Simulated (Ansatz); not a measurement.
# Nudged elastic band run: AlH₄NOTe

Input file:

```yaml
crystal:
  periodic: [false, false, false]
  atoms:
    - { symbol: "N", position_ang: [-0.44825, 1.218705, -0.25041] }
    - { symbol: Al, position_ang: [0.39237, -0.290633, 0.083421] }
    - { symbol: O, position_ang: [2.05581, -0.383619, 0.299512] }
    - { symbol: Te, position_ang: [-0.838746, -2.514677, 0.275386] }
    - { symbol: H, position_ang: [-0.011487, 2.111796, -0.336665] }
    - { symbol: H, position_ang: [-1.43249, 1.31016, -0.382927] }
    - { symbol: H, position_ang: [2.689454, 0.311771, 0.273725] }
    - { symbol: H, position_ang: [-2.31466, -1.820603, -0.017943] }
basis:
  gaussian: { orbitals: def2-mTZVP }
hamiltonian:
  xc: hf
neb:
  order_check: false
  images: 7
  f_tol: 0.05
  max_iterations: 60
  max_displacement: 0.5
  optimiser: lbfgs
  final_atoms:
    - { symbol: "N", position_ang: [0.04720317, 0.97217687, -0.34440896] }
    - { symbol: Al, position_ang: [0.7848541, -0.60774498, 0.66787578] }
    - { symbol: O, position_ang: [2.15106211, -0.14213135, 1.32093867] }
    - { symbol: Te, position_ang: [-0.8885181, -2.52498522, 0.38223376] }
    - { symbol: H, position_ang: [0.77486536, 1.65010654, -0.17716611] }
    - { symbol: H, position_ang: [-0.81725759, 1.35351708, 0.00018238] }
    - { symbol: H, position_ang: [-0.05440194, 0.86105347, -1.3387596] }
    - { symbol: H, position_ang: [-1.90580611, -1.61909241, -0.56679693] }
  initial_path:
    images:
      - { positions_ang: [[-0.44825, 1.218705, -0.25041], [0.39237, -0.290633, 0.083421], [2.05581, -0.383619, 0.299512], [-0.838746, -2.514677, 0.275386], [-0.011487, 2.111796, -0.336665], [-1.43249, 1.31016, -0.382927], [2.689454, 0.311771, 0.273725], [-2.31466, -1.820603, -0.017943]] }
      - { positions_ang: [[-0.36918167, 1.30591867, -0.2757776], [0.40771717, -0.26075174, 0.0359916], [2.07330944, -0.44092308, 0.06736032], [-0.88449291, -2.37583242, 0.44525181], [-0.26991272, 1.9685111, -0.49172394], [-1.19209659, 1.47787534, -0.14216047], [2.47631514, 0.22913809, 0.47199108], [-2.14965685, -1.96103596, -0.16683379]] }
      - { positions_ang: [[-0.29011333, 1.39313234, -0.3011452], [0.42306434, -0.23087049, -0.01143781], [2.09080887, -0.49822715, -0.16479137], [-0.93023983, -2.23698784, 0.61511762], [-0.52833844, 1.82522621, -0.64678289], [-0.95170319, 1.64559067, 0.09860605], [2.26317628, 0.14650517, 0.67025716], [-1.9846537, -2.10146891, -0.31572457]] }
      - { positions_ang: [[-0.211045, 1.48034601, -0.3265128], [0.43841151, -0.20098923, -0.05886721], [2.10830831, -0.55553123, -0.39694305], [-0.97598674, -2.09814326, 0.78498343], [-0.78676417, 1.68194131, -0.80184183], [-0.71130978, 1.81330601, 0.33937258], [2.05003742, 0.06387226, 0.86852324], [-1.81965055, -2.24190187, -0.46461536]] }
      - { positions_ang: [[-0.13197666, 1.56755968, -0.3518804], [0.45375868, -0.17110797, -0.10629661], [2.12580774, -0.6128353, -0.62909474], [-1.02173366, -1.95929868, 0.95484925], [-1.04518989, 1.53865641, -0.95690078], [-0.47091638, 1.98102135, 0.58013911], [1.83689857, -0.01876066, 1.06678931], [-1.6546474, -2.38233483, -0.61350614]] }
      - { positions_ang: [[-0.0871817, 1.41871398, -0.35001254], [0.53653253, -0.28026723, 0.08724648], [2.13212133, -0.49515931, -0.14158639], [-0.98842977, -2.10072032, 0.81169537], [-0.59017608, 1.56651894, -0.76196711], [-0.55750168, 1.82414528, 0.43514993], [1.36407344, 0.20119287, 0.46540209], [-1.71743708, -2.19152423, -0.60182884]] }
      - { positions_ang: [[-0.04238674, 1.26986828, -0.34814468], [0.61930639, -0.38942648, 0.28078958], [2.13843493, -0.37748332, 0.34592197], [-0.95512588, -2.24214195, 0.6685415], [-0.13516226, 1.59438148, -0.56703344], [-0.64408699, 1.66726922, 0.29016075], [0.89124831, 0.42114641, -0.13598514], [-1.78022675, -2.00071362, -0.59015153]] }
      - { positions_ang: [[0.00240822, 1.12102257, -0.34627682], [0.70208024, -0.49858573, 0.47433268], [2.14474852, -0.25980734, 0.83343032], [-0.92182199, -2.38356359, 0.52538763], [0.31985155, 1.62224401, -0.37209977], [-0.73067229, 1.51039315, 0.14517156], [0.41842319, 0.64109994, -0.73737237], [-1.84301643, -1.80990302, -0.57847423]] }
      - { positions_ang: [[0.04720317, 0.97217687, -0.34440896], [0.7848541, -0.60774498, 0.66787578], [2.15106211, -0.14213135, 1.32093867], [-0.8885181, -2.52498522, 0.38223376], [0.77486536, 1.65010654, -0.17716611], [-0.81725759, 1.35351708, 0.00018238], [-0.05440194, 0.86105347, -1.3387596], [-1.90580611, -1.61909241, -0.56679693]] }
```

Launched with:

```bash
$ ansatz run input.yaml --threads 2 --pin off --max-ram 3072MiB --backend cpu --events-out ev --progress --plain --runs-dir out
```

Output, in part (warnings, iteration lines):

```
NEB end point (image 0): max|allowed force component| = 5.768e-3 eV/Å (the criterion of neb.relax_end_points is 1.000e-2)
NEB end point (image 8): max|allowed force component| = 3.065e-2 eV/Å (the criterion of neb.relax_end_points is 1.000e-2)
NEB iter   1: max|band force component| = 2.743e2 eV/Å  barrier→ = 62.7526 eV  barrier← = 60.4676 eV  Δτ_max = 0.5000 Å  (433 SCF iters)
NEB iter   2: max|band force component| = 3.262e1 eV/Å  barrier→ = 17.0719 eV  barrier← = 14.7870 eV  Δτ_max = 0.0523 Å  (330 SCF iters)
NEB iter   3: max|band force component| = 2.222e1 eV/Å  barrier→ = 13.8871 eV  barrier← = 11.6021 eV  Δτ_max = 0.1367 Å  (326 SCF iters)
NEB iter   4: max|band force component| = 8.177e0 eV/Å  barrier→ = 8.7599 eV  barrier← = 6.4749 eV  Δτ_max = 0.1363 Å  (318 SCF iters)
NEB iter   5: max|band force component| = 6.118e0 eV/Å  barrier→ = 6.5787 eV  barrier← = 4.2938 eV  Δτ_max = 0.2317 Å  (300 SCF iters)
NEB iter   6: max|band force component| = 6.746e0 eV/Å  barrier→ = 5.2216 eV  barrier← = 2.9366 eV  Δτ_max = 0.1485 Å  (293 SCF iters)
NEB iter   7: max|band force component| = 5.462e0 eV/Å  barrier→ = 4.8369 eV  barrier← = 2.5519 eV  Δτ_max = 0.1096 Å  (287 SCF iters)
NEB iter   8: max|band force component| = 3.094e0 eV/Å  barrier→ = 4.6070 eV  barrier← = 2.3220 eV  Δτ_max = 0.0945 Å  (292 SCF iters)
NEB iter   9: max|band force component| = 1.001e1 eV/Å  barrier→ = 4.3099 eV  barrier← = 2.0249 eV  Δτ_max = 0.1853 Å  (295 SCF iters)
NEB iter  10: max|band force component| = 5.323e0 eV/Å  barrier→ = 4.2030 eV  barrier← = 1.9181 eV  Δτ_max = 0.0475 Å  (295 SCF iters)
NEB iter  11: max|band force component| = 4.115e0 eV/Å  barrier→ = 4.1618 eV  barrier← = 1.8768 eV  Δτ_max = 0.2316 Å  (296 SCF iters)
NEB iter  12: max|band force component| = 4.368e1 eV/Å  barrier→ = 7.2443 eV  barrier← = 4.9593 eV  Δτ_max = 0.1956 Å  (298 SCF iters)
NEB iter  13: max|band force component| = 2.594e0 eV/Å  barrier→ = 4.0954 eV  barrier← = 1.8104 eV  Δτ_max = 0.0244 Å  (299 SCF iters)
NEB iter  14: max|band force component| = 1.423e0 eV/Å  barrier→ = 4.0542 eV  barrier← = 1.7692 eV  Δτ_max = 0.1381 Å  (297 SCF iters)
NEB iter  15: max|band force component| = 1.133e1 eV/Å  barrier→ = 3.8663 eV  barrier← = 1.5813 eV  Δτ_max = 0.1880 Å  (294 SCF iters)
NEB iter  16: max|band force component| = 4.599e0 eV/Å  barrier→ = 3.8371 eV  barrier← = 1.5521 eV  Δτ_max = 0.0555 Å  (296 SCF iters)
NEB iter  17: max|band force component| = 3.490e0 eV/Å  barrier→ = 3.8271 eV  barrier← = 1.5421 eV  Δτ_max = 0.1692 Å  (297 SCF iters)
NEB iter  18: max|band force component| = 2.211e1 eV/Å  barrier→ = 3.7606 eV  barrier← = 1.4756 eV  Δτ_max = 0.3643 Å  (296 SCF iters)
NEB iter  19: max|band force component| = 4.853e0 eV/Å  barrier→ = 3.8283 eV  barrier← = 1.5433 eV  Δτ_max = 0.0772 Å  (305 SCF iters)
NEB iter  20: max|band force component| = 5.257e0 eV/Å  barrier→ = 3.7211 eV  barrier← = 1.4361 eV  Δτ_max = 0.1018 Å  (301 SCF iters)
NEB iter  21: max|band force component| = 4.303e0 eV/Å  barrier→ = 3.6979 eV  barrier← = 1.4129 eV  Δτ_max = 0.5000 Å  (296 SCF iters)
NEB iter  22: max|band force component| = 6.810e2 eV/Å  barrier→ = 106.1933 eV  barrier← = 103.9083 eV  Δτ_max = 0.4833 Å  (297 SCF iters)
NEB iter  23: max|band force component| = 3.821e0 eV/Å  barrier→ = 3.6917 eV  barrier← = 1.4067 eV  Δτ_max = 0.0149 Å  (302 SCF iters)
NEB iter  24: max|band force component| = 3.308e0 eV/Å  barrier→ = 3.6864 eV  barrier← = 1.4014 eV  Δτ_max = 0.1383 Å  (299 SCF iters)
NEB iter  25: max|band force component| = 1.091e1 eV/Å  barrier→ = 3.6115 eV  barrier← = 1.3265 eV  Δτ_max = 0.1672 Å  (296 SCF iters)
NEB iter  26: max|band force component| = 5.043e0 eV/Å  barrier→ = 3.5865 eV  barrier← = 1.3015 eV  Δτ_max = 0.0561 Å  (294 SCF iters)
NEB iter  27: max|band force component| = 3.240e0 eV/Å  barrier→ = 3.5746 eV  barrier← = 1.2896 eV  Δτ_max = 0.1095 Å  (297 SCF iters)
NEB iter  28: max|band force component| = 1.128e1 eV/Å  barrier→ = 3.5427 eV  barrier← = 1.2577 eV  Δτ_max = 0.1712 Å  (297 SCF iters)
NEB iter  29: max|band force component| = 5.345e0 eV/Å  barrier→ = 3.5173 eV  barrier← = 1.2323 eV  Δτ_max = 0.0576 Å  (296 SCF iters)
NEB iter  30: max|band force component| = 3.492e0 eV/Å  barrier→ = 3.5052 eV  barrier← = 1.2202 eV  Δτ_max = 0.1176 Å  (295 SCF iters)
NEB iter  31: max|band force component| = 1.300e1 eV/Å  barrier→ = 3.4729 eV  barrier← = 1.1879 eV  Δτ_max = 0.1967 Å  (297 SCF iters)
NEB iter  32: max|band force component| = 5.840e0 eV/Å  barrier→ = 3.4969 eV  barrier← = 1.2119 eV  Δτ_max = 0.0645 Å  (295 SCF iters)
NEB iter  33: max|band force component| = 4.242e0 eV/Å  barrier→ = 3.4891 eV  barrier← = 1.2041 eV  Δτ_max = 0.1754 Å  (296 SCF iters)
NEB iter  34: max|band force component| = 3.016e1 eV/Å  barrier→ = 3.5769 eV  barrier← = 1.2919 eV  Δτ_max = 0.1492 Å  (304 SCF iters)
NEB iter  35: max|band force component| = 3.056e0 eV/Å  barrier→ = 3.5059 eV  barrier← = 1.2209 eV  Δτ_max = 0.0171 Å  (295 SCF iters)
NEB iter  36: max|band force component| = 1.999e0 eV/Å  barrier→ = 3.5176 eV  barrier← = 1.2326 eV  Δτ_max = 0.0584 Å  (299 SCF iters)
NEB iter  37: max|band force component| = 4.489e0 eV/Å  barrier→ = 3.5729 eV  barrier← = 1.2879 eV  Δτ_max = 0.0657 Å  (299 SCF iters)
NEB iter  38: max|band force component| = 2.756e0 eV/Å  barrier→ = 3.5939 eV  barrier← = 1.3089 eV  Δτ_max = 0.0203 Å  (300 SCF iters)
NEB iter  39: max|band force component| = 1.375e0 eV/Å  barrier→ = 3.6023 eV  barrier← = 1.3173 eV  Δτ_max = 0.0422 Å  (299 SCF iters)
NEB iter  40: max|band force component| = 2.865e0 eV/Å  barrier→ = 3.6440 eV  barrier← = 1.3590 eV  Δτ_max = 0.0422 Å  (298 SCF iters)
NEB iter  41: max|band force component| = 1.909e0 eV/Å  barrier→ = 3.6616 eV  barrier← = 1.3766 eV  Δτ_max = 0.0101 Å  (298 SCF iters)
NEB iter  42: max|band force component| = 1.377e0 eV/Å  barrier→ = 3.6742 eV  barrier← = 1.3892 eV  Δτ_max = 0.2563 Å  (300 SCF iters)
NEB iter  43: max|band force component| = 7.927e0 eV/Å  barrier→ = 3.9881 eV  barrier← = 1.7031 eV  Δτ_max = 0.1252 Å  (279 SCF iters)
NEB iter  44: max|band force component| = 4.933e0 eV/Å  barrier→ = 3.9234 eV  barrier← = 1.6384 eV  Δτ_max = 0.0429 Å  (281 SCF iters)
NEB iter  45: max|band force component| = 2.588e0 eV/Å  barrier→ = 3.9198 eV  barrier← = 1.6348 eV  Δτ_max = 0.0601 Å  (279 SCF iters)
NEB iter  46: max|band force component| = 4.291e0 eV/Å  barrier→ = 3.9134 eV  barrier← = 1.6284 eV  Δτ_max = 0.0651 Å  (277 SCF iters)
NEB iter  47: max|band force component| = 2.874e0 eV/Å  barrier→ = 3.9085 eV  barrier← = 1.6235 eV  Δτ_max = 0.0217 Å  (275 SCF iters)
NEB iter  48: max|band force component| = 1.243e0 eV/Å  barrier→ = 3.9068 eV  barrier← = 1.6218 eV  Δτ_max = 0.0267 Å  (275 SCF iters)
NEB iter  49: max|band force component| = 1.649e0 eV/Å  barrier→ = 3.8992 eV  barrier← = 1.6142 eV  Δτ_max = 0.0250 Å  (278 SCF iters)
NEB iter  50: max|band force component| = 1.100e0 eV/Å  barrier→ = 3.8943 eV  barrier← = 1.6093 eV  Δτ_max = 0.0162 Å  (276 SCF iters)
NEB iter  51: max|band force component| = 1.442e0 eV/Å  barrier→ = 3.8872 eV  barrier← = 1.6022 eV  Δτ_max = 0.0238 Å  (279 SCF iters)
NEB iter  52: max|band force component| = 1.121e0 eV/Å  barrier→ = 3.8823 eV  barrier← = 1.5974 eV  Δτ_max = 0.0170 Å  (276 SCF iters)
NEB iter  53: max|band force component| = 2.178e0 eV/Å  barrier→ = 3.8745 eV  barrier← = 1.5895 eV  Δτ_max = 0.0330 Å  (279 SCF iters)
NEB iter  54: max|band force component| = 1.517e0 eV/Å  barrier→ = 3.8697 eV  barrier← = 1.5847 eV  Δτ_max = 0.0089 Å  (275 SCF iters)
NEB iter  55: max|band force component| = 1.189e0 eV/Å  barrier→ = 3.8657 eV  barrier← = 1.5807 eV  Δτ_max = 0.5000 Å  (276 SCF iters)
NEB iter  56: max|band force component| = 1.435e1 eV/Å  barrier→ = 5.4461 eV  barrier← = 3.1611 eV  Δτ_max = 0.2093 Å  (291 SCF iters)
NEB iter  57: max|band force component| = 6.322e0 eV/Å  barrier→ = 4.9699 eV  barrier← = 2.6849 eV  Δτ_max = 0.0547 Å  (278 SCF iters)
NEB iter  58: max|band force component| = 5.360e0 eV/Å  barrier→ = 4.9100 eV  barrier← = 2.6250 eV  Δτ_max = 0.3176 Å  (279 SCF iters)
NEB iter  59: max|band force component| = 1.742e2 eV/Å  barrier→ = 23.0257 eV  barrier← = 20.7407 eV  Δτ_max = 0.3054 Å  (282 SCF iters)
NEB iter  60: max|band force component| = 4.947e0 eV/Å  barrier→ = 4.8983 eV  barrier← = 2.6133 eV  Δτ_max = 0.0110 Å  (284 SCF iters)
Error: NEB band did not converge after 60 iterations: max|band force component| = 4.95e0 eV/Å (threshold 5.0e-2); raise `neb.max_iterations` in a new run, which can start from the last band evaluated (`neb.initial_path`, with `crystal.atoms` and `neb.final_atoms` set to its first and last images), …
```

It did not converge within its limit. The band didn't meet its force threshold, so its energies are provisional: the largest band force was still 4.95 eV/Å, and over the last iterations the top moved between 4.90 and 23.03 eV. The orbitals stay closed-shell, which can raise the energy where a bond breaks towards radicals; this wasn't checked here.

Final band (atoms are numbered from 1 in the order of the input):

| image | path coordinate (Å) | energy (kcal/mol) | O3–H7 (Å) | N1–H7 (Å) |
| --- | --- | --- | --- | --- |
| 0 | 0.00 | 0.0 | 0.94 | 3.31 |
| 1 | 0.66 | 1.0 | 0.94 | 3.34 |
| 2 | 1.32 | 4.4 | 0.94 | 3.32 |
| 3 | 2.04 | 9.1 | 0.95 | 2.90 |
| 4 | 3.04 | 28.1 | 1.08 | 2.32 |
| 5 | 4.31 | 113.0 | 1.23 | 1.53 |
| 6 | 5.63 | 87.5 | 2.61 | 1.00 |
| 7 | 7.03 | 62.6 | 3.06 | 0.99 |
| 8 | 8.34 | 52.7 | 3.60 | 1.01 |

The run took 8.6 min on 2 threads of Intel(R) Xeon(R) 6975P-C (Granite Rapids), on a shared host, peak memory 0.27 GiB.
